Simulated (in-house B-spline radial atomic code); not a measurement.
Results of a calculation; reference values are marked as such.
**C6 from the polarisability at imaginary frequency: K⁺**

B3LYP (VWN-RPA) linear response of the closed shell [Ne] 3s2 3p6, from an all-electron radial atomic-structure program (B-spline basis); scalar-relativistic (spin-free one-electron X2C), finite nucleus, no spin-orbit coupling.

The dispersion coefficient of two like species is C6 = (3/π) ∫ α(iu)² du from 0 to ∞.

| u (hartree) | α(iu) (bohr³) |
| --- | --- |
| 0 | 5.667 |
| 0.0849 | 5.622 |
| 0.198 | 5.433 |
| 0.339 | 5.038 |
| 0.566 | 4.231 |
| 0.849 | 3.261 |
| 1.27 | 2.198 |
| 1.98 | 1.231 |
| 2.83 | 0.715 |
| 4.24 | 0.3717 |
| 7.07 | 0.1608 |
| 14.1 | 0.05266 |

**Question.** Fit one oscillator, α(iu) = α(0)/(1 + u²/ω²), through u = 0.849 and estimate C6.

**Answer.** From α(0)/α(iu) − 1 = 5.667/3.261 − 1 = 0.7378, ω = u/√0.7378 = 0.9884 hartree (26.9 eV). London's formula gives C6 = (3/4) α(0)² ω = 0.75 × 5.667² × 0.9884 = 23.81 hartree·bohr⁶, and the oscillator holds f = α(0) ω² = 5.54 electrons, of a sum of oscillator strengths of 17.9.

**Question.** How does that compare with the full integral?

**Answer.** The program's quadrature over all excitations gives C6 = 24.27, so the single oscillator is off by -1.9 %. At the last point the fit gives α = 0.0277 against 0.0527: higher excitations, and deeper shells where there are any, keep the true curve higher at large u.
